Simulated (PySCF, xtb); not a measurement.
SiFCl3, SMILES Cl[Si](F)(Cl)Cl.

Harmonic wavenumbers (cm⁻¹) from GFN2-xTB (xtb) at its own minimum, in rising order: 122, 122, 188, 210, 211, 420, 562, 562, 807.

Task: What does B3LYP-D3(BJ)/def2-SVP run with PySCF give at its own minimum? (An estimate is asked for; the answer gives what the named calculation found.)

Result: 158, 158, 229, 269, 269, 454, 642, 642, 937. Paired by order, the mean absolute difference is 62 cm⁻¹ and the zero-point energies are 4.6 and 5.4 kcal/mol.
